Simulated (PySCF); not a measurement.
# Tellurium: a sound run and one with changed settings

Sound run: Te⁺ [Kr] 4d10 5s2 5p3, Te²⁺ [Kr] 4d10 5s2 5p2. All numbers are calculated (PySCF 2.14, the spin-free X2C one-electron Hamiltonian (Gaussian nucleus), in x2c-SVPall). In the sound run the correlated levels freeze [Kr] 4d10. The sound run starts from symmetry-adapted Hartree-Fock orbitals and uses a fine grid where one is needed.

Changed run: no relativity, point nucleus. This setting is unsound on purpose.

| species | method | sound run (hartree) | changed run (hartree) | converged |
| --- | --- | --- | --- | --- |
| Te⁺ | UHF | -6789.83891 | -6439.90315 | yes |
| Te⁺ | PBE | -6792.18580 | -6442.28430 | yes |
| Te⁺ | BP86 | -6793.38112 | -6443.47832 | yes |
| Te⁺ | MP2 | -6789.88331 | -6439.95227 | yes |
| Te⁺ | CCSD(T) | -6789.89624 | -6439.96933 | yes |
| Te²⁺ | UHF | -6789.16109 | -6439.20052 | yes |
| Te²⁺ | PBE | -6791.49301 | -6441.56115 | yes |
| Te²⁺ | BP86 | -6792.68402 | -6442.74996 | yes |
| Te²⁺ | MP2 | -6789.19498 | -6439.23945 | yes |
| Te²⁺ | CCSD(T) | -6789.20899 | -6439.26131 | yes |

Ionisation energy of Te⁺:

```json
{"method": "UHF", "sound run (eV)": "18.445", "changed run (eV)": "19.119"}
{"method": "PBE", "sound run (eV)": "18.852", "changed run (eV)": "19.678"}
{"method": "BP86", "sound run (eV)": "18.969", "changed run (eV)": "19.820"}
{"method": "MP2", "sound run (eV)": "18.730", "changed run (eV)": "19.397"}
{"method": "SCS-MP2", "sound run (eV)": "18.630", "changed run (eV)": "19.298"}
{"method": "CCSD", "sound run (eV)": "18.698", "changed run (eV)": "19.268"}
{"method": "CCSD(T)", "sound run (eV)": "18.701", "changed run (eV)": "19.266"}
```

Most of the change in total energy is the relativistic energy itself. On top of that the contraction fixes the core shape for the Hamiltonian it was made with, so the changed run is not a good calculation with the other Hamiltonian either.

For comparison, NIST gives 18.6 ± 0.4 eV between the lowest levels.
